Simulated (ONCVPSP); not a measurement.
PBE ONCV dataset for nitrogen (N), scalar-relativistic all-electron reference.

ONCVPSP 4.0.1 input, shortened (lines: element, Z, core and valence counts, functional; n l f; lmax; l rc ep ncon nbas qcut; lloc lpopt rc5 dvloc0; l nproj debl; icmod fcfact rcfact), PBE, scalar-relativistic:

```
  N 7.00    1    2        4      upf
    1    0    2.00
    2    0    2.00
    2    1    3.00
    1
    0    1.00    0.00    4    9    5.90
    1    2.30    0.00    4    8    4.70
    4    2    0.75    0.00
    0    2    0.70
    1    3    2.60
    0    0.00    0.00
```

* Cutoffs needed: 76 Ha and 224 Ha (the cutoffs (Ha) at which the residual kinetic energy of the hardest occupied pseudo-wave falls to 1 and 0.1 mHa per electron)
* Ghost test: no bound ghost flagged; GHOST(+) flags only above 600 eV
* Largest excitation error: +4163 meV (all-electron minus pseudo) for 2s2 2p0, out of 4 test configurations
